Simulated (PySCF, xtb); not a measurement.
(1E)-1-fluorobuta-1,3-diene (C4H5F), SMILES C=C/C=C/F.

GFN2-xTB (xtb 6.7.1) at its own geometry gives an orbital gap of 3.70 eV and a dipole moment of 2.00 D.

Coordinates come from a r2SCAN-D4/def2-SVP optimisation. One conformer was computed; it need not be the lowest.

### Question
What does PBE/def2-TZVP in PySCF give? (The exact figures need the calculation; the answer reports its results.)

### Answer
gap 3.87 eV (levels -5.66 and -1.79 eV), dipole 0.95 D.
